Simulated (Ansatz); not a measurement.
System: PbBr, charge 0, multiplicity 2. SMILES: [Br][Pb]
Geometry: optimised at B3LYP-D3(BJ)/def2-TZVP (Ansatz, an electronic-structure program).

Wanted: vertical ionisation energy (to the singlet state of charge +1; each state is the SCF solution reached for its spin), in eV. Cores are frozen in the correlated levels unless marked. Open shells are spin-unrestricted. No spin-orbit coupling. The frozen core is the preceding noble-gas configuration, with the filled d and f shells of earlier blocks. In def2 rows, elements after Kr have scalar-relativistic effective core potentials. Basis-set limits of correlation are two-point, X^-3; Hartree-Fock from the larger set.

```csv
level,program,vertical ionisation energy (eV)
SVWN5/def2-TZVPD,Ansatz,6.94
PBE/def2-TZVPD,Ansatz,6.76
r2SCAN/def2-TZVPD,Ansatz,6.96
B3LYP/def2-TZVPD,Ansatz,6.93
PBE0/def2-TZVPD,Ansatz,6.93
BHLYP/def2-TZVPD,Ansatz,6.96
CAM-B3LYP/def2-TZVPD,Ansatz,7.05
```

Problem. Estimate the value at CCSD(T)/CBS(def2-TZVPPD,def2-QZVPPD) as computed with Ansatz.

Solution. 6.87 eV
